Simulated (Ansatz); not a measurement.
Reaction (redistribution): `OB(O)OC[SiH3]` + `[NH2][GeH2][CH2]O` → `[NH2][GeH2][B](O)O` + `OCOC[SiH3]`

Program: Ansatz. Geometries: PBE0-D4/def2-TZVP. ΔE: electronic, gas phase. CBS: MP2 limit from def2 TZ/QZ plus the TZ coupled-cluster correction, frozen cores. DFT in def2-TZVPP. B3LYP here is the variant with VWN-RPA as its local correlation; programs differ in this. For Ge outer-core shells are correlated without core-valence functions, which leaves a few kJ/mol of doubt a bond. Scalar relativity is left out up to krypton. Each species was taken in one conformer, which may not be the lowest.

`OB(O)OC[SiH3]`:

```xyz
13

O     0.912    1.019    2.033
B     0.511    1.479    0.804
O     0.591    2.809    0.532
O     0.023    0.681   -0.194
C    -0.105   -0.716   -0.015
Si   -0.811   -1.471   -1.599
H     0.825    0.071    2.147
H     0.942    3.303    1.276
H    -0.775   -0.952    0.824
H     0.868   -1.181    0.201
H    -0.940   -2.940   -1.392
H    -2.148   -0.892   -1.882
H     0.105   -1.210   -2.736
```

`[NH2][GeH2][CH2]O`:

Cartesian coordinates in Å:
```
N -0.133 0.306 1.535
Ge 0.929 -0.186 0.089
C -0.451 -0.273 -1.318
O -1.420 0.711 -1.040
H -0.421 -0.461 2.127
H 0.265 1.025 2.121
H 1.665 -1.521 0.333
H 1.936 0.957 -0.125
H -0.023 -0.075 -2.303
H -0.888 -1.281 -1.345
H -1.460 0.799 -0.074
```

`[NH2][GeH2][B](O)O`:

```xyz
11

N    -0.199    1.372   -1.715
Ge   -0.766    0.709   -0.080
B     0.359   -0.881    0.678
O     0.505   -1.174    2.004
O     0.988   -1.681   -0.220
H     0.730    1.771   -1.662
H    -0.168    0.648   -2.422
H    -2.237    0.287   -0.278
H    -0.749    1.908    0.897
H     0.055   -0.566    2.594
H     1.481   -2.393    0.205
```

`OCOC[SiH3]`:

Z-matrix (Å, degrees):
```
C
O 1 1.394
O 1 1.397 2 113.1
H 1 1.096 2 111.6 3 118.5
H 1 1.095 2 105.2 3 -122.4
C 2 1.426 1 113.6 3 -68.2
H 3 0.962 1 108.0 2 -63.2
Si 6 1.896 2 112.2 1 -87.1
H 6 1.096 2 110.6 1 38.3
H 6 1.094 2 106.7 1 153.9
H 8 1.486 6 109.8 2 -61.6
H 8 1.488 6 109.2 2 178.6
H 8 1.487 6 111.1 2 58.6
```

Q: Is it downhill or uphill in electronic energy at CCSD(T)/CBS, and by how much? (Best estimate.)

A: Ansatz gave: Uphill: ΔE = +147.0 kJ/mol.

Q: What do these levels give: PBE0, B3LYP, HF/def2-TZVPP, SCS-MP2/def2-QZVPP, HF/CBS(def2), CCSD/CBS(def2)? (An estimate is asked.)

A: Computed: PBE0 139.6, B3LYP 142.7, HF/def2-TZVPP 150.7, SCS-MP2/def2-QZVPP 149.9, HF/CBS(def2) 151.9, CCSD/CBS(def2) 149.0 kJ/mol.

Largest T1 diagnostic among the species: 0.012.

From PBE to PBE0 (25 % exact exchange), in def2-TZVPP and without D4, ΔE moves by +7.5 kJ/mol.
